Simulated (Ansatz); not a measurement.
Gas-phase electronic energies from Ansatz, PBE0-D4/def2-TZVP geometries. CCSD(T)/CBS adds triple-zeta CCSD(T) − MP2 to the extrapolated MP2 energy (def2 sets, frozen cores). DFT in def2-TZVPP. Each species was taken in one conformer, which may not be the lowest.

`O[SiH2][SiH]([SiH3])S` + `O[SiH2]F` → `O[SiH2]O[SiH2]F` + `[SiH3][SiH2]S`  (cleavage of the Si–Si bond)

`O[SiH2][SiH]([SiH3])S`:

Cartesian coordinates in Å:
```
O -0.190 1.385 2.365
Si -0.885 0.263 1.363
Si 0.811 -0.294 -0.146
Si -0.044 -1.214 -2.118
S 1.775 1.554 -0.666
H -0.748 1.816 3.014
H -1.373 -0.920 2.129
H -2.056 0.843 0.645
H 1.765 -1.258 0.475
H 1.033 -1.372 -3.132
H -0.630 -2.550 -1.829
H -1.103 -0.329 -2.669
H 1.647 2.076 0.568
```

`O[SiH2]F`:

Z-matrix (Å, degrees):
```
Si
F 1 1.596
O 1 1.630 2 111.0
H 1 1.482 2 106.0 3 121.4
H 1 1.474 2 108.2 3 -116.3
H 3 0.958 1 119.1 2 71.8
```

`O[SiH2]O[SiH2]F`:

```xyz
10

O    -1.591   -1.743   -0.415
Si   -1.208   -0.159   -0.557
O     0.380    0.097   -0.258
Si    1.524    0.646    0.745
F     1.961    2.108    0.285
H    -1.292   -2.348   -1.095
H    -2.026    0.538    0.459
H    -1.463    0.327   -1.933
H     1.001    0.758    2.125
H     2.713   -0.224    0.643
```

`[SiH3][SiH2]S`:

Cartesian coordinates in Å:
```
Si -1.366 0.380 0.628
Si 0.528 -0.567 -0.363
S 1.993 0.994 -0.465
H -1.031 0.887 1.985
H -2.433 -0.650 0.743
H -1.866 1.506 -0.204
H 1.028 -1.710 0.448
H 0.207 -1.081 -1.722
H 2.939 0.240 -1.051
```

```tsv
level	ΔE (kcal/mol)
PBE0-D4	-25.7
r2SCAN	-29.0
MP2/def2-QZVPP	-31.4
MP2/CBS(def2)	-31.0
```

Question: What does CCSD(T)/CBS give? (Best estimate.)

Answer: Ansatz gave: -30.3 kcal/mol. The listed levels differ from it by 4.6, 1.3, -1.1, -0.7 kcal/mol.

Largest T1 diagnostic among the species: 0.013.

In def2-TZVPP, CCSD(T) changes the Hartree–Fock value by +7.7 kcal/mol (the triples alone add +1.3 kcal/mol) and MP2 by +7.0 kcal/mol. From PBE to PBE0 (25 % exact exchange), in def2-TZVPP and without D4, ΔE moves by −2.3 kcal/mol. The D4 term adds +1.7 kcal/mol with B3LYP and +1.0 kcal/mol with PBE0; it sums over pairs of atoms, weighted by their polarisabilities, and B3LYP, whose exchange is more repulsive, gets the larger term.

B3LYP here is the variant with VWN-RPA as its local correlation; programs differ in this.
